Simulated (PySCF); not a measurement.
**Polarisability and C₆ of Cu³⁺ (copper, charge +3)**

[Ar] 3d8, high-spin 3F determinant. Calculation: PySCF 2.14, in aug-cc-pVTZ-PP with one added diffuse shell each of s, p, d, f, g type with ECP10MDF (7s7p6d4f3g, 113 functions); a scalar-relativistic core potential. Coupled (time-dependent) response in atomic units; α is the mean over directions.

| method | mean α (bohr³) | C₆ (like pair) | S(−4) |
| --- | --- | --- | --- |
| UHF | 1.393 | 3.133 | 0.5630 |
| PBE | 1.625 | 3.699 | 0.9250 |

S(−4) is the Cauchy moment in α(ω) = α(0) + S(−4) ω² + …

α(iu) at PBE:

```tsv
u (hartree)	α(iu) (bohr³)
0	1.625
0.0500	1.622
0.100	1.615
0.200	1.589
0.300	1.549
0.500	1.441
0.750	1.291
1.00	1.150
1.50	0.9210
2.00	0.7512
3.00	0.5243
5.00	0.2942
```

A single London oscillator, α(iu) = α/(1 + u²/ω²), gives C₆ = (3/4) ω α². Matching the computed C₆ needs ω = 4 × 3.699 / (3 × 1.625²) = 1.87 hartree.

For an ion, C₆ is the dispersion term alone; charge-induced terms of lower order in 1/R come first.

Energies and moments cover only the electrons outside the core potential.
